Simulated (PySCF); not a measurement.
Excitations are Tamm–Dancoff values on a coarser integration grid. The basis has no diffuse functions, so Rydberg states are missing or too high.

Cartesian coordinates (Å):
SMILES: C=C(F)Cl
```xyz
6

C     -0.7405     0.0052    -0.1923
C      0.5255     0.0660     0.1685
F      1.0413     1.1106     0.7980
Cl     1.6925    -1.1533    -0.0992
H     -1.3965     0.8361     0.0279
H     -1.1223    -0.8647    -0.7029
```
Charge 0, multiplicity 1.

Task: What S1–T1 gap (TDA), S1 oscillator strength and HOMO–LUMO gap does PBE0-D4/def2-TZVP (PySCF) give?

Result: 
```json
{
  "S1–T1 gap (TDA)": "2.52 eV",
  "S1 oscillator strength": "0.001",
  "HOMO–LUMO gap": "7.56 eV"
}
```
